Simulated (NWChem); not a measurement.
System: SiNH$_{3}$OF$_{2}$; SMILES N[Si](O)(F)F

```xyz
8

N      0.0971    -1.5758    -0.6045
Si    -0.0017    -0.0040     0.0063
O      1.3639     0.2993     0.8608
F     -1.3411     0.1073     0.8765
F     -0.1532     1.1744    -1.0791
H      0.9664    -1.9646    -0.9409
H     -0.7155    -2.1060    -0.8845
H      1.6319     1.2277     0.9054
```
Atoms are numbered in this order, from 1.

All runs: NWChem. Pople sets run with spherical d functions. All runs use the structure optimised with B3LYP/6-31G* (spherical d). Ions are spin-unrestricted doublets at the neutral geometry; other ion states weren't tried.

```csv
level,"vertical ionisation energy, ΔSCF (eV)",−ε(HOMO) (eV),ΔSCF minus −ε(HOMO) (eV)
B3LYP/6-31+G*,[?],[?],[?]
PBE/6-31+G*,10.67,6.77,3.90
LRC-wPBEh/6-31+G*,11.01,10.24,0.77
```

Problem. What belongs in the gaps?

Solution. 
- B3LYP/6-31+G*, vertical ionisation energy, ΔSCF (eV): 10.98
- B3LYP/6-31+G*, −ε(HOMO) (eV): 8.04
- B3LYP/6-31+G*, ΔSCF minus −ε(HOMO) (eV): 2.94
